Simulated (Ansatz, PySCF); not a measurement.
Spin states of F3Re (SMILES [F][Re]([F])[F]), each relaxed with B3LYP-D3(BJ)/def2-TZVP.
State 1 (charge 0, multiplicity 3):
| atom | x (Å) | y (Å) | z (Å) |
|---|---|---|---|
| Re | -0.0142 | 0.0171 | -0.0143 |
| F | -1.5484 | -0.9781 | -0.0204 |
| F | -0.0158 | 1.7041 | -0.7209 |
| F | 1.5204 | -0.6760 | 0.6996 |
State 2 (charge 0, multiplicity 1):
```xyz
4

Re     0.133    -0.051     0.055
F     -1.568    -0.703    -0.140
F     -0.259     1.559    -0.727
F      1.636    -0.738     0.757
```

Singlets are restricted, other states unrestricted; no spin–orbit coupling, no relativity up to Kr; see below for the cores. The largest T1 diagnostic is 0.027.

Codes used: Ansatz (Gaussian basis) for Hartree–Fock, density functionals and correlated methods; PySCF for the dispersion terms.  In def2 rows elements past Kr take small-core potentials, without spin–orbit coupling.

Question: One of these levels gives 80.3 kJ/mol for the energy of the multiplicity-1 state less that of the multiplicity-3 state. Which?
A. B3LYP-D4/def2-TZVPP
B. r2SCAN-D3(BJ)/def2-TZVPP
C. BLYP-D3(BJ)/def2-TZVPP

Answer: A, B3LYP-D4/def2-TZVPP. The others give 71.1 (BLYP-D3(BJ)/def2-TZVPP), 101.7 (r2SCAN-D3(BJ)/def2-TZVPP)

Ansatz is a program for electronic structure.
